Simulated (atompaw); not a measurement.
**u(r) = r·R(r): atom against pseudo-atom (Zn)**

Columns: radius, all-electron u(r) and pseudo u(r) of the 3p shell (level -84.54 eV) of zinc in the configuration [Ne] 3s2 3p6 3d10 4s1 4p1; PBE, non-relativistic, PAW (atompaw) scheme, atompaw 4.2.0.5.

| r (bohr) | all-electron | pseudo |
| --- | --- | --- |
| 0.044 | 0.2956 | -0.0059 |
| 0.088 | 0.6045 | -0.0232 |
| 0.133 | 0.6609 | -0.0510 |
| 0.177 | 0.5008 | -0.0862 |
| 0.221 | 0.2211 | -0.1275 |
| 0.265 | -0.0993 | -0.1734 |
| 0.310 | -0.4153 | -0.2243 |
| 0.354 | -0.6838 | -0.2779 |
| 0.398 | -0.9002 | -0.3356 |
| 0.442 | -1.0623 | -0.3971 |
| 0.487 | -1.1753 | -0.4629 |
| 0.531 | -1.2411 | -0.5275 |
| 0.575 | -1.2700 | -0.5888 |
| 0.619 | -1.2698 | -0.6428 |
| 0.663 | -1.2471 | -0.6861 |
| 0.708 | -1.2069 | -0.7181 |
| 0.752 | -1.1558 | -0.7387 |
| 0.796 | -1.0971 | -0.7525 |
| 0.840 | -1.0337 | -0.7637 |
| 0.885 | -0.9667 | -0.7748 |
| 0.929 | -0.9008 | -0.7825 |
| 0.973 | -0.8358 | -0.7793 |
| 1.017 | -0.7728 | -0.7560 |
| 1.062 | -0.7110 | -0.7095 |
| 1.106 | -0.6535 | -0.6535 |
| 1.150 | -0.5993 | -0.5993 |

(1) How many radial nodes do the two functions have?

(2) Where does each function peak?

(3) Is the pseudo-wave norm-conserving?

## Answers

(1) The all-electron 3p function has n − l − 1 = 1; the pseudo-wave has 0, since the states of the same l below it are removed with the core.

(2) Outermost all-electron maximum near 0.57 bohr, pseudo maximum near 0.93 bohr (to the table’s step).

(3) No, it belongs to a PAW set: the norm inside the radius is not constrained, and the difference is carried by the augmentation charge.
